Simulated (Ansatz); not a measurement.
Job for Ansatz (a program for electronic structure): R-B3LYP-D3(BJ)/def2-TZVP on CH5Ga (SMILES [CH3][GaH2]).

Ansatz 0.2 input:
```yaml
crystal:
  periodic: [false, false, false]
  atoms:
    - {symbol: C, position_ang: [-0.94566203, -0.07320931, 0.00234741]}
    - {symbol: Ga, position_ang: [1.06731178, 0.07835472, -0.00457246]}
    - {symbol: H, position_ang: [-1.38923884, 0.52799037, -0.79721284]}
    - {symbol: H, position_ang: [-1.26075780, -1.11240129, -0.13664131]}
    - {symbol: H, position_ang: [-1.36552886, 0.28343110, 0.94789158]}
    - {symbol: H, position_ang: [1.84432292, 1.45381261, 0.04221234]}
    - {symbol: H, position_ang: [2.04955282, -1.15797820, -0.05402472]}
basis:
  gaussian:
    orbitals: def2-TZVP
hamiltonian:
  xc: b3lyp
  dispersion: d3bj
relax: {f_tol: 0.003, max_steps: 120}
```

It printed:

```
WARN ansatz: RAYON_NUM_THREADS=2 ignored (pool sized by the plan → 2); use --threads N
Functional definition: B3LYP
integrals: 0.03 GiB planned
803 factors; their error is unknown
mean field: 0.34 GiB planned
mean field evaluation 1: about -53490.4136 eV, gradient 6.1e1 eV
mean field evaluation 2: about -53483.0013 eV, gradient 7.8e1 eV
mean field evaluation 4: about -53497.9345 eV, gradient 2.4e0 eV
mean field evaluation 8: about -53498.0826 eV, gradient 4.7e-2 eV
mean field -53498.08263781 eV, -1966.0182746367 hartree, gradient 4.1e-5 eV, S^2 0.000000; 0 other end points of the search recorded, 0 dependent functions left out
the calculation of the forces begins
reference -53498.08288626 eV, -1966.0182837672 hartree; 21, 21 occupied and 88, 88 virtual orbitals, 803 factors
relax step   1: F+E_penalty+E_count = -53498.23298579 eV  Δ(F+E_penalty+E_count) = +0.000e0 eV  max|allowed force component| = 3.052e-1 eV/Å  Δτ_max = 0.0000 Å  (24 SCF iters, accepted)
these checks for a lower state are left out or cut short: starts, cluster_reference, orbital_swaps, neighbouring_geometries, increment
integrals: 0.03 GiB planned
803 factors; their error is unknown
mean field: 0.34 GiB planned
mean field evaluation 16: about -53497.9722 eV, gradient 2.3e-2 eV
mean field -53498.11315948 eV, -1966.0193962875 hartree, gradient 9.2e-6 eV, S^2 0.000000; 0 other end points of the search recorded, 0 dependent functions left out
the calculation of the forces begins
reference -53498.11340662 eV, -1966.0194053696 hartree; 21, 21 occupied and 88, 88 virtual orbitals, 803 factors
relax step   2: F+E_penalty+E_count = -53498.26520714 eV  Δ(F+E_penalty+E_count) = -3.222e-2 eV  max|allowed force component| = 1.341e-1 eV/Å  Δτ_max = 0.1210 Å  (28 SCF iters, accepted)
these checks for a lower state are left out or cut short: starts, cluster_reference, orbital_swaps, neighbouring_geometries, increment
integrals: 0.03 GiB planned
803 factors; their error is unknown
mean field: 0.34 GiB planned
mean field -53498.11642406 eV, -1966.0195162586 hartree, gradient 8.6e-6 eV, S^2 0.000000; 0 other end points of the search recorded, 0 dependent functions left out
the calculation of the forces begins
reference -53498.11667130 eV, -1966.0195253445 hartree; 21, 21 occupied and 88, 88 virtual orbitals, 803 factors
relax step   3: F+E_penalty+E_count = -53498.26845806 eV  Δ(F+E_penalty+E_count) = -3.251e-3 eV  max|allowed force component| = 5.873e-2 eV/Å  Δτ_max = 0.0236 Å  (30 SCF iters, accepted)
these checks for a lower state are left out or cut short: starts, cluster_reference, orbital_swaps, neighbouring_geometries, increment
integrals: 0.03 GiB planned
803 factors; their error is unknown
mean field: 0.34 GiB planned
mean field evaluation 32: about -53498.1167 eV, gradient 5.7e-5 eV
mean field -53498.11670103 eV, -1966.0195264368 hartree, gradient 8.6e-6 eV, S^2 0.000000; 0 other end points of the search recorded, 0 dependent functions left out
the calculation of the forces begins
reference -53498.11694821 eV, -1966.0195355206 hartree; 21, 21 occupied and 88, 88 virtual orbitals, 803 factors
relax step   4: F+E_penalty+E_count = -53498.26879235 eV  Δ(F+E_penalty+E_count) = -3.343e-4 eV  max|allowed force component| = 1.228e-2 eV/Å  Δτ_max = 0.0068 Å  (30 SCF iters, accepted)
these checks for a lower state are left out or cut short: starts, cluster_reference, orbital_swaps, neighbouring_geometries, increment
integrals: 0.03 GiB planned
803 factors; their error is unknown
mean field: 0.34 GiB planned
mean field -53498.11673063 eV, -1966.0195275246 hartree, gradient 8.6e-6 eV, S^2 0.000000; 0 other end points of the search recorded, 0 dependent functions left out
the calculation of the forces begins
reference -53498.11697780 eV, -1966.0195366081 hartree; 21, 21 occupied and 88, 88 virtual orbitals, 803 factors
relax step   5: F+E_penalty+E_count = -53498.26882672 eV  Δ(F+E_penalty+E_count) = -3.437e-5 eV  max|allowed force component| = 2.844e-3 eV/Å  Δτ_max = 0.0042 Å  (30 SCF iters, accepted)
integrals: 0.03 GiB planned
803 factors; their error is unknown
mean field: 0.34 GiB planned
mean field -53498.11673063 eV, -1966.0195275246 hartree, gradient 1.5e-5 eV, S^2 0.000000; 1 other end points of the search recorded, 0 dependent functions left out
the calculation of the forces begins
reference -53498.11697780 eV, -1966.0195366081 hartree; 21, 21 occupied and 88, 88 virtual orbitals, 803 factors
Total energy: -53498.26907390 eV, -1966.0251260365 hartree
Atom 0 at    -0.907774    -0.082893    -0.003693 Å, force    -0.000633     0.000510     0.000873 eV/Å
Atom 1 at     1.065744     0.069696    -0.006286 Å, force    -0.000434     0.002844     0.000174 eV/Å
Atom 2 at    -1.335368     0.539095    -0.793249 Å, force     0.000492    -0.000241    -0.000346 eV/Å
Atom 3 at    -1.248073    -1.108864    -0.136352 Å, force    -0.000634     0.000077     0.000005 eV/Å
Atom 4 at    -1.300472     0.294461     0.944464 Å, force     0.001134    -0.000774    -0.000682 eV/Å
Atom 5 at     1.737549     1.494636     0.046959 Å, force    -0.000647    -0.001952    -0.000079 eV/Å
Atom 6 at     1.988393    -1.206130    -0.051842 Å, force     0.000723    -0.000464     0.000054 eV/Å
Dipole moment:    -0.139240    -0.011034     0.000432 e Å
```

The calculation finished and met its thresholds.

Cost: roughly 19 core-seconds.
